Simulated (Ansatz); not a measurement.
**Energy profile**

The step: SiHF₃ ([F][SiH]([F])[F]) + NH₃ → SiNH₂F₃ ([NH2][Si]([F])([F])[F]) + H₂; bonds formed: H2–H6; dative contacts that become bonds: Si1–N7; bonds broken: Si1–H2, H6–N7 (atoms numbered as in the saddle structure below).

```
9
angstrom
Si -0.6472 -0.3678 -0.1008
H 0.6435 -1.3409 0.5807
F -0.6059 -1.3833 -1.3202
F -1.4191 -0.6580 1.2556
F -1.6983 0.6765 -0.7267
H 1.1079 -0.3667 0.4530
N 0.7792 0.7763 0.0274
H 0.6787 1.5472 0.6800
H 1.1614 1.1167 -0.8491
```

Electronic energies by CCSD(T) at an estimated basis limit (MP2 extrapolated from triple and quadruple zeta, plus CCSD(T) − MP2 in triple zeta), on PBE0-D4/def2-TZVP structures; SiNH$_{4}$F$_{3}$, singlet; no counterpoise correction. Program: Ansatz 0.2.0. Basis: def2-TZVPP and def2-QZVPP. Cores are frozen in the correlated methods. Extrapolation: Hartree–Fock as exp(−7.88 √X), correlation as X^−2.97.

**Question.** Give the profile in eV, counted from the separated reactants. (To be estimated.)

**Answer.** Computed:
| point | eV |
| --- | --- |
| separated: SiHF$_{3}$ (linked as [F][SiH]([F])[F]; Si1, H2, F3, F4, F5; singlet) + NH$_{3}$ (H6, N7, H8, H9; singlet) | 0.000 |
| start structure | -0.272 |
| saddle | 1.723 |
| end structure | -0.553 |
| separated: SiNH$_{2}$F$_{3}$ (linked as [NH2][Si]([F])([F])[F]; Si1, F3, F4, F5, N7, H8, H9; singlet) + H$_{2}$ (H2, H6; singlet) | -0.539 |

T1 diagnostic: at most 0.012.

For scale, one of the runs: CCSD(T)/def2-TZVPP, 222 basis functions (an equivalent command: `ansatz run in.yaml --threads 4`). Hardware: 4 CPU threads, shared host. Wall time 2.1 min; peak host memory 3.8 GiB.
